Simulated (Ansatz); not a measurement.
Mulliken charges of Cl2FHHfO (`[OH][Hf]([F])([Cl])[Cl]`) from r2SCAN/def2-TZVPP in Ansatz (PBE0-D4/def2-TZVP geometry).

| atom | x (Å) | y (Å) | z (Å) | charge (e) |
| --- | --- | --- | --- | --- |
| O1 | -1.030 | 0.994 | -0.322 | -0.447 |
| Hf2 | 0.274 | -0.323 | 0.033 | 1.124 |
| F3 | 0.170 | -1.664 | -1.301 | -0.330 |
| Cl4 | -0.130 | -1.297 | 2.126 | -0.277 |
| Cl5 | 2.411 | 0.640 | -0.020 | -0.277 |
| H6 | -1.694 | 1.649 | -0.516 | 0.208 |

Problem. By hand: the dipole of these point charges (1 e Å = 4.8032 D).

Solution. Σ q r = (-0.272, 0.267, -0.080) e Å, of length 0.389 e Å = 1.87 D.

Problem. How does the dipole of the full density compare? (Best estimate.)

Solution. The calculation gave: (-0.420, 0.389, -0.145) e Å, 2.84 D; the point charges give 0.66 times that, at 3° from its direction.

Point charges leave out the atoms' own dipoles, such as those of lone pairs, and Mulliken's split depends on the basis, so the two needn't agree.
